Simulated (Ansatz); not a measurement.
Born–Oppenheimer molecular dynamics of BFH6O3 (11 atoms, charge 0, multiplicity 1). It starts from a rough guess of a transition structure, not a stationary point.

Computed with Ansatz, UKS PBE-D4/6-31G.

```yaml
ensemble: NVE (velocity Verlet)
time_step: 0.5 fs
steps_asked: 150
starting_velocities_drawn_for: 600 K
seed: 871742
```

First frame:

```xyz
11
Properties=species:S:1:pos:R:3
B -0.172 -0.856 -0.223
H 0.479 0.290 -0.971
O 0.588 -1.969 -0.123
O -1.467 -0.867 -0.615
H 0.220 1.116 1.026
F -0.080 -0.029 1.243
H 0.582 1.198 -0.606
O 0.561 2.102 0.300
H 1.423 -1.882 0.330
H -1.897 -1.716 -0.524
H -0.238 2.614 0.161
```

(1) How far do the bonds stretch over the last three quarters of this one trajectory? (Pairs bonded in most of those frames.)

Results:

(1) 
```tsv
bond	mean (Å)	spread (Å)	shortest	longest
B1–O3	1.395	0.040	1.33	1.47
B1–O4	1.383	0.020	1.35	1.43
B1–F6	1.401	0.044	1.30	1.46
H2–H7	0.782	0.086	0.65	0.90
O3–H9	0.984	0.024	0.95	1.02
O4–H10	0.998	0.052	0.91	1.08
H5–O8	0.998	0.045	0.92	1.08
O8–H11	0.998	0.053	0.90	1.09
```

Mean temperature of the second half: 1177 K. The conserved energy stayed within 0.87 meV per atom of its start (net change -0.063 meV per atom), so the integration is sound. The system heated up, since it started high on the potential surface and ran downhill. A run of 0.075 ps of so small a system gives no equilibrium averages. The orbitals stay closed-shell, which can raise the energy where a bond breaks towards radicals; this wasn't checked here. Limits of this set-up: no polarisation functions.

Run time: 4.9 min on 1 CPU thread of a shared host.
